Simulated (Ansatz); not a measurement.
Consider the ligand exchange at a B–Cl bond: `CC1=CC(C)=[O+][B-](C)(Cl)O1` + H–F → `CC1=CC(C)=[O+][B-](C)(F)O1` + HCl.

Gas-phase electronic energies from Ansatz, PBE0-D4/def2-TZVP geometries. CCSD(T)/CBS is the MP2 limit (def2-TZVPP, def2-QZVPP) plus CCSD(T) − MP2 in def2-TZVPP, frozen cores. This one scheme is used for every species. Functionals use def2-TZVPP.

```
             level  ΔE (kJ/mol)
          BHLYP-D4        -51.3
           ωB97M-V        -48.0
            r2SCAN        -51.6
             BHLYP        -60.9
      MP2/def2-SVP        -55.4
     HF/def2-TZVPP        -65.4
SCS-MP2/def2-QZVPP        -40.1
      HF/CBS(def2)        -65.1
```

Task: What does CCSD(T)/CBS give? (An estimate is asked.)

Result: The calculation gave: -39.7 kJ/mol. The listed levels differ from it by -11.6, -8.3, -11.9, -21.2, -15.7, -25.7, -0.4, -25.4 kJ/mol.

Largest T1 diagnostic among the species: 0.016.

At CCSD(T), def2-SVP lies −22.6 kJ/mol from the extrapolated value and def2-TZVPP −7.6 kJ/mol. Leaving LDA and LC-ωPBE aside and taking each functional with its dispersion term where it has one, the values, not all of them listed here, spread over 20.2 kJ/mol, from CAM-B3LYP-D4 to revPBE-D4. The D4 term adds +11.2 kJ/mol with B3LYP and +6.2 kJ/mol with PBE0; it sums over pairs of atoms, weighted by their polarisabilities, and B3LYP, whose exchange is more repulsive, gets the larger term.

CCSD(T)/CBS has its own doubt, a few kJ/mol and more with outer-core shells, so smaller differences from it don't rank the levels.

B3LYP here is the variant with VWN-RPA as its local correlation; programs differ in this.
